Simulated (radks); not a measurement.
Values are calculated unless marked as measured or tabulated.
Problem. Species: Kr2+. Configuration: [Ar] 3d10 4s2 4p4. Code: a radial shooting solver on a logarithmic mesh with Libxc functionals. Model: Dirac Kohn-Sham, PBE, spin-unpolarised, spherical densities, point nucleus; open shells fill j = l - 1/2 first.

Spin-orbit splittings of the eigenvalues, e(l+1/2) - e(l-1/2), with zeta = 2 splitting/(2l+1) and mean radii in bohr:

| shell | occ. | splitting (eV) | zeta (eV) | <r> j=l-1/2 | <r> j=l+1/2 |
|---|---|---|---|---|---|
| 2p | 6 | 53.84 | 35.89 | 0.1573 | 0.1613 |
| 3p | 6 | ? | ? | 0.5332 | 0.5436 |
| 3d | 10 | 1.306 | 0.5222 | 0.5524 | 0.5563 |
| 4p | 4 | 0.8014 | 0.5343 | 1.718 | 1.749 |

Estimate the 3p splitting.

Solution. 7.923 eV (zeta = 5.282 eV).
